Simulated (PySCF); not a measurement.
BiH₃, SMILES [BiH3].

The structure is a stationary point at B3LYP-D3(BJ)/def2-TZVPD. The def2 effective core potentials stand for the cores of Bi; spin–orbit coupling is left out.

The numbers are results of PySCF with ωB97X/def2-TZVPD, not measurements.

Symmetry labels are those of the subgroup Cs that the program uses (full group C3v).

Computed valence orbital energies around the gap with their symmetry:
```
orbital  symmetry  energy (eV)
-------  --------  -----------
HOMO−7         A"       -31.94
HOMO−6         A'       -31.79
HOMO−5         A"       -31.79
HOMO−4         A'       -31.70
HOMO−3         A'       -19.98
HOMO−2         A"       -11.39
HOMO−1         A'       -11.39
HOMO           A'        -9.85
LUMO           A'         1.25
LUMO+1         A'         1.56
LUMO+2         A"         1.56
LUMO+3         A'         3.50
```
